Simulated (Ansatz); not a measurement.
This geometry of CH₆GeOSi (10 atoms, charge 0, multiplicity 1) is a first-order saddle point.

Computed with Ansatz 0.2.0, RKS PBE-D4/def2-SVP.

```xyz
10
Properties=species:S:1:pos:R:3
C -1.458 0.425 -0.925
Ge -0.265 -0.330 0.433
O 1.400 -0.829 -0.277
Si 1.767 0.516 1.186
H -0.991 1.324 -1.368
H -2.428 0.703 -0.469
H -1.632 -0.328 -1.720
H -0.765 -1.626 1.117
H 2.297 -0.295 2.363
H 2.159 0.389 -0.336
```

(1) Which two structures does it join? (They come from a converged band through this point; their orientation in space is the band's.)

(2) How far does it lie above each of them?

Results:

(1) Bonds broken: Si4–H10. Bonds formed: O3–H10.

Initial state:

```xyz
10
Properties=species:S:1:pos:R:3
C -1.474 0.366 -0.959
Ge -0.399 -0.362 0.511
O 1.240 -1.058 -0.233
Si 1.812 0.109 0.860
H -0.946 1.211 -1.437
H -2.456 0.713 -0.580
H -1.638 -0.434 -1.709
H -1.121 -1.537 1.232
H 2.591 -0.383 2.049
H 2.474 1.324 0.269
```

Final state:

```xyz
10
Properties=species:S:1:pos:R:3
C -1.318 0.457 -0.827
Ge -0.296 -0.236 0.720
O 1.549 -0.537 -0.121
Si 1.826 0.726 1.338
H -0.937 1.450 -1.137
H -2.380 0.574 -0.530
H -1.280 -0.248 -1.681
H -0.715 -1.738 0.892
H 2.032 -0.443 2.324
H 1.602 -0.059 -0.974
```

(2) 2.22 eV above the first and 1.53 eV above the second. This is the barrier of this one path; another mechanism may lie lower. The orbitals stay closed-shell, which can raise the energy where a bond breaks towards radicals; this wasn't checked here.

Time of the run: 3.2 min on 2 threads of Arm Neoverse V1 (shared host), peak memory 0.15 GiB.
